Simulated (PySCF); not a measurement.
Species: C6H13FSi.
Atom-mapped SMILES: `[F:1][CH2:2][C@H:3]1[CH2:4][CH2:5][CH2:6][SiH2:7][CH2:8]1` (hydrogens: H9, H10 on C2; H11 on C3; H12, H13 on C4; H14, H15 on C5; H16, H17 on C6; H18, H19 on Si7; H20, H21 on C8)

Theory: PySCF 2.14.0, PBE0-D3(BJ)/def2-SVP geometry optimisation, gas phase.

Problem. What internal coordinates does the optimisation give?

Solution. 
| bond | length (Å) |
| --- | --- |
| F1–C2 | 1.376 |
| C2–C3 | 1.518 |
| C3–C4 | 1.534 |
| C4–C5 | 1.528 |
| C5–C6 | 1.532 |
| C6–Si7 | 1.884 |
| Si7–C8 | 1.885 |
| C3–C8 | 1.536 |
| C2–H9 | 1.104 |
| C2–H10 | 1.104 |
| C3–H11 | 1.108 |
| C4–H12 | 1.104 |
| C4–H13 | 1.104 |
| C5–H14 | 1.103 |
| C5–H15 | 1.106 |
| C6–H16 | 1.102 |
| C6–H17 | 1.105 |
| Si7–H18 | 1.500 |
| Si7–H19 | 1.497 |
| C8–H20 | 1.104 |
| C8–H21 | 1.103 |

A selection of angles:
| angle | degrees |
| --- | --- |
| F1–C2–C3 | 110.4 |
| C2–C3–C4 | 110.3 |
| C2–C3–C8 | 110.6 |
| C4–C3–C8 | 113.2 |
| C3–C4–C5 | 115.6 |
| C4–C5–C6 | 114.1 |
| C5–C6–Si7 | 109.9 |
| C6–Si7–C8 | 104.2 |
| C3–C8–Si7 | 111.9 |

Dihedral angles: F1–C2–C3–C4 -62° (synclinal); C2–C3–C4–C5 -173° (antiperiplanar); C3–C4–C5–C6 -65° (synclinal); C4–C5–C6–Si7 56° (synclinal); C5–C6–Si7–C8 -45° (synclinal); C6–Si7–C8–C3 45° (synclinal); C2–C3–C8–Si7 -178° (antiperiplanar).

Si7 (SiH2 silicon) is distorted tetrahedral (angles from 104.2° to 112.7°). The 6-membered ring C3–C4–C5–C6–Si7–C8 has internal angles of 104.2° to 115.6° (sum 669°, against 720° for a flat polygon); it is puckered, 0.24 Å rms from its mean plane, widest ring torsion 65°. Of the pairs four or more bonds apart, F1···H20 is among the closest relative to their van der Waals radii: 2.57 Å, 96 % of the sum of Bondi's values.

Point group: C1 (no symmetry element, even within 0.4 Å). Not checked by PBE0-D3(BJ)/def2-SVP frequencies. The numbers are those of one conformer.
